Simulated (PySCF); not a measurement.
C₂H₃O₂, SMILES [CH2]C(=O)O, multiplicity 2.

Geometry: ωB97X-D3(BJ)/def2-SVP. The isomer is the one that the SMILES or the coordinates give; other isomers of the formula were not compared. Other conformers were not sampled.

Calculation: PBE/def2-TZVPD in PySCF.

Q: Estimate the frontier levels, dipole moment and polarisability. (The exact figures need the calculation; the answer reports its results.)

A: 
| Property | Value |
|---|---|
| α spin, highest occupied and lowest empty level | -6.42 and -0.54 eV |
| β spin, highest occupied and lowest empty level | -6.58 and -4.55 eV |
| dipole moment | 1.74 D |
| quadrupole, principal values (traceless, Buckingham form, about the centre of nuclear charge) | -7.07, -1.30, 8.37 D·Å |
| mean static polarisability | 36.0 bohr³ (5.33 Å³) |
| polarisability, principal values | 25.0, 38.8, 44.1 bohr³ |
| ⟨S²⟩ | 0.755 (pure state 0.75) |
